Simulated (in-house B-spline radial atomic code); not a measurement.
RPA and G0W0 on TPSS: Mn+

Configuration [Ar] 3d5 4s1, highest spin, mean-field start TPSS. Computed with a B-spline radial code for spherical atoms: all electrons, non-relativistic, point nucleus, each spin shell either full or empty, empty states to l = 9 with an (l + 1/2)⁻⁴ tail; G0W0 by contour deformation at full frequency.

Command:
```bash
python run_gw.py task.json out
```
Settings (radii: box in bohr, nucleus in fm):
```
Z                        25
electrons                24
configuration            [Ar] 3d5 4s1
hamiltonian              nr
method                   tpss,tpss
lmax                     9
spin_polarised           True
box_radius               23.78
intervals                52
ion_configuration        [Ar] 3d5
```

Cost of the run: 7.4 s on 1 thread of Arm Neoverse N1 (shared host).

Energies (hartree):

| term | value |
| --- | --- |
| mean-field total | -1150.76388 |
| Hartree-Fock functional on these orbitals | -1149.63090 |
| direct second order | -1.9026 |
| second-order exchange | 0.63787 |
| SOSEX correction | 0.56794 |

Q: What is the RPA correlation energy, and what remains with SOSEX?

A: RPA gives -1.6075 hartree (-1.82 eV per electron); RPA + SOSEX gives -1.0395, and the second-order doubles -1.2648 hartree (no singles). RPA lacks exchange-type terms and so overcorrelates at short range.

Quasi-particle levels (eV):

```json
{"level": "4s up", "occupied": "yes", "mean field": "-12.369", "Σx - vxc": "-2.74", "Σc": "?", "QP weight": "?", "G0W0": "?"}
{"level": "3d down", "occupied": "no", "mean field": "-11.367", "Σx - vxc": "11.92", "Σc": "-7.04", "QP weight": "0.771", "G0W0": "-6.490"}
```

G0W0 = mean field + (Σx - vxc) + Σc, with Σc (partial-wave tail included) taken at the quasi-particle energy. Only the outer levels were computed. Levels of low weight are left out.

Q: Where does G0W0 put 4s up?

A: At -16.234 eV, with Σc = -1.13 eV and a quasi-particle weight of 0.917. The tabulated removal energy is 15.640 eV (NIST, measured); the calculation leaves out relativity, Breit and QED terms, and what these don't explain is the method's own error.

Q: What does it cost to remove one electron (to [Ar] 3d5) by differences of total energies, each species on its own start (correlation terms add to the Hartree-Fock functional)?

A: TPSS 15.832 eV, Hartree-Fock functional 14.528 eV, + RPA 16.083 eV, + RPA + SOSEX 15.270 eV, + second order 15.956 eV. Tabulated: 15.640 eV (NIST, measured); the calculation leaves out relativity, Breit and QED terms, and what these don't explain is the method's own error.
